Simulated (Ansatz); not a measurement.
Species: BH, charge 0, triplet. This triplet is an excited state, 1.3 eV above the singlet at CCSD(T)/cc-pV5Z (Ansatz, a first-principles code). BH (SMILES [BH], triplet).
B3LYP-D3(BJ)/def2-TZVP minimum from Ansatz:
```
B
H 1 1.1920
```
Charge 0, spin multiplicity 3.

Hartree-Fock and CCSD(T) correlation energies in hartree (Ansatz). Open shells are spin-unrestricted; no spin-orbit coupling. Cores are frozen in correlated methods. No relativity. The spin of HB ([BH], triplet) was assumed, and the state is the lowest solution found for it.

```tsv
basis	X	E(HF)	E(corr, CCSD(T))
cc-pVTZ	3	-25.11664	-0.06562
cc-pVQZ	4	-25.11802	-0.06848
cc-pV5Z	5	-25.11831	withheld
```

Fit E(corr) = E∞ + A/X³ to X = 3 and 4, predict X = 5, and compare with the run.

A = (-0.06562 - (-0.06848))/(1/27 - 1/64) = 0.1336; E∞ = -0.06848 - A/64 = -0.07057; at X = 5, E∞ + A/125 = -0.06950. The run gave -0.06928, 0.22 mEh above the prediction. The same form on X = 4 and 5 gives E∞ = -0.07012, 0.45 mEh above the first estimate.
